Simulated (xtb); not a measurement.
BrPb (SMILES [Br][Pb]), doublet, at a GFN2-xTB geometry (such geometries of metal compounds can be far from the true shape) (the spin is typed, not shown lowest), atoms displaced at random by about 0.02 Å a coordinate; GFN1-xTB (xtb).

The xtb input:
```
$ xtb mol.xyz --gfn 1 --uhf 1 --opt lax --json

# file mol.xyz
2

Pb     0.01900537    -0.00883870    -0.76430386
Br    -0.00802571     0.00271333     1.82458235
```

What the program printed (banner, timings and long lists left out):

```
   ID    Z sym.   atoms
    1   82 Pb     1
    2   35 Br     2

           -------------------------------------------------
          |                Calculation Setup                |
           -------------------------------------------------

           -------------------------------------------------
          |                 G F N 1 - x T B                 |
           -------------------------------------------------

          ...................................................
          :                      SETUP                      :
          :.................................................:
          :  # basis functions                  14          :
          :  # atomic orbitals                  13          :
          :  # shells                            5          :
          :  # electrons                        11          :
          :  # halogen bonds                     0          :
          :  max. iterations                   250          :
          :  Hamiltonian                  GFN1-xTB          :
          :  restarted?                      false          :
          :  GBSA solvation                  false          :
          :  PC potential                    false          :
          :  electronic temp.          300.0000000     K    :
          :  accuracy                    1.0000000          :
          :  -> integral cutoff          0.2500000E+02      :
          :  -> integral neglect         0.1000000E-07      :
          :  -> SCF convergence          0.1000000E-05 Eh   :
          :  -> wf. convergence          0.2000000E-04 e    :
          :  Broyden damping             0.4000000          :
          :  net charge                          0          :
          :  unpaired electrons                  1          :
          ...................................................

 iter      E             dE          RMSdq      gap      omega  full diag
   1     -4.2578696 -0.425787E+01  0.317E+01    0.00       0.0  T
   2     -2.8965380  0.136133E+01  0.268E+01    0.00       1.0  T
   3     -5.1101628 -0.221362E+01  0.141E+01    0.00       1.0  T
   4     -5.3394571 -0.229294E+00  0.986E+00    0.00       1.0  T
   5     -5.4288106 -0.893535E-01  0.595E+00    0.00       1.0  T
   6     -5.2901927  0.138618E+00  0.107E+01    0.00       1.0  T
   7     -5.4961641 -0.205971E+00  0.538E-01    0.00       1.0  T
   8     -5.4916350  0.452908E-02  0.163E+00    0.00       1.0  T
[...]
         :: total energy              -5.491188805683 Eh    ::
 * total energy  :    -5.4911888 Eh     change        0.0000000E+00 Eh
 * total energy  :    -5.4752374 Eh     change        0.1595142E-01 Eh
 * total energy  :    -5.4906833 Eh     change       -0.1544594E-01 Eh
 * total energy  :    -5.4910438 Eh     change       -0.3605278E-03 Eh
 * total energy  :    -5.4918550 Eh     change       -0.8111002E-03 Eh
 * total energy  :    -5.4918718 Eh     change       -0.1686087E-04 Eh
   *** GEOMETRY OPTIMIZATION CONVERGED AFTER 6 ITERATIONS ***
         :: total energy              -5.491871810894 Eh    ::
[...]

    * Orbital Energies and Occupations

         #    Occupation            Energy/Eh            Energy/eV
      -------------------------------------------------------------
         1        2.0000           -0.6116235             -16.6431
         2        2.0000           -0.5835482             -15.8792
         3        2.0000           -0.3581372              -9.7454
         4        2.0000           -0.3471290              -9.4459
         5        2.0000           -0.3471290              -9.4459
         6        0.5000           -0.2270279              -6.1777 (HOMO)
         7        0.5000           -0.2270279              -6.1777 (LUMO)
         8                         -0.1030470              -2.8041
         9                          0.0096854               0.2636
        10                          0.0096854               0.2636
        11                          0.0295198               0.8033
        12                          0.0295198               0.8033
        13                          0.1261812               3.4336
      -------------------------------------------------------------
                  HL-Gap            0.0000000 Eh            0.0000 eV
             Fermi-level           -0.2570532 Eh           -6.9948 eV

  Mulliken/CM5 charges         n(s)   n(p)   n(d)
     1Pb    0.27533  0.27871   1.986  1.738  0.000
     2Br   -0.27533 -0.27871   1.962  5.302  0.011

Wiberg/Mayer (AO) data.
largest (>0.10) Wiberg bond orders for each atom

 ---------------------------------------------------------------------------
     #   Z sym  total        # sym  WBO       # sym  WBO       # sym  WBO
 ---------------------------------------------------------------------------
     1  82 Pb   1.111 --     2 Br   1.111
     2  35 Br   1.111 --     1 Pb   1.111
 ---------------------------------------------------------------------------

Topologies differ in total number of bonds
Writing topology from bond orders to xtbtopo.mol

 dipole moment from electron density (au)
     X       Y       Z
   0.0188  -0.0080  -1.8028  total (Debye):    4.582

optimized geometry written to: xtbopt.xyz

           -------------------------------------------------
          | TOTAL ENERGY               -5.491871810894 Eh   |
          | GRADIENT NORM               0.000340056144 Eh/α |
          | HOMO-LUMO GAP               0.000000000000 eV   |
           -------------------------------------------------

normal termination of xtb
```
